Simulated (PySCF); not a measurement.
Isomers of C7H7NOS, mass 153.025 u with the commonest isotopes. Computed with PBE0/pcSseg-1 in PySCF (dipole) on a GFN2-xTB geometry, gas phase. One conformer each, none proved a minimum here; rigid rotors.

Question: Order these by rotational constant C, smallest first.
A. `[OH:1][CH2:2][c:3]1[cH:4][c:5]2[nH:6][cH:7][cH:8][c:9]2[s:10]1` with H–O1–C2–C3 -53°, O1–C2–C3–C4 84°
B. `[N:1]#[C:2][CH2:3][C:4]#[C:5][C@@H:6]1[CH2:7][CH2:8][S@@:9]1=[O:10]` with C5–C6–C7–C8 -135°, C6–C7–C8–S9 18°, C7–C8–S9–O10 90°, C5–C6–S9–C8 135°
C. `[CH2:1]=[C:2]([CH:3]=[O:4])[CH2:5][C:6]#[C:7][C:8]([NH2:9])=[S:10]` with C1–C2–C3–O4 -179°, C1–C2–C5–C6 116°, C7–C8–N9–H 180° and 0°

Answer: C (452.2 MHz), B (462.6 MHz), A (643.3 MHz).

Question: Order these by rotational constant A, smallest first.
A. `[OH:1][CH2:2][c:3]1[cH:4][c:5]2[nH:6][cH:7][cH:8][c:9]2[s:10]1` with H–O1–C2–C3 -53°, O1–C2–C3–C4 84°
B. `[N:1]#[C:2][CH2:3][C:4]#[C:5][C@@H:6]1[CH2:7][CH2:8][S@@:9]1=[O:10]` with C5–C6–C7–C8 -135°, C6–C7–C8–S9 18°, C7–C8–S9–O10 90°, C5–C6–S9–C8 135°
C. `[CH2:1]=[C:2]([CH:3]=[O:4])[CH2:5][C:6]#[C:7][C:8]([NH2:9])=[S:10]` with C1–C2–C3–O4 -179°, C1–C2–C5–C6 116°, C7–C8–N9–H 180° and 0°

Answer: C (2232 MHz), B (2811 MHz), A (3023 MHz).

Question: Order these by radius of gyration √(Σ m r²/M), largest first.
A. `[N:1]#[C:2][CH2:3][C:4]#[C:5][C@@H:6]1[CH2:7][CH2:8][S@@:9]1=[O:10]` with C5–C6–C7–C8 -135°, C6–C7–C8–S9 18°, C7–C8–S9–O10 90°, C5–C6–S9–C8 135°
B. `[OH:1][CH2:2][c:3]1[cH:4][c:5]2[nH:6][cH:7][cH:8][c:9]2[s:10]1` with H–O1–C2–C3 -53°, O1–C2–C3–C4 84°
C. `[CH2:1]=[C:2]([CH:3]=[O:4])[CH2:5][C:6]#[C:7][C:8]([NH2:9])=[S:10]` with C1–C2–C3–O4 -179°, C1–C2–C5–C6 116°, C7–C8–N9–H 180° and 0°

Answer: C (2.754 Å), A (2.720 Å), B (2.294 Å).

```tsv
SMILES	point group	Ia (u·Å²)	Ib (u·Å²)	Ic (u·Å²)	κ	μa (D)	μb (D)	μc (D)
C=C(C=O)CC#CC(N)=S	C1	226.41	977.04	1117.48	-0.93	4.46	0.73	0.56
N#CCC#C[C@@H]1CC[S@@]1=O	C1	179.77	992.65	1092.52	-0.96	3.02	0.51	1.92
OCc1cc2[nH]ccc2s1	C1	167.19	657.86	785.63	-0.89	2.53	3.22	0.55
```
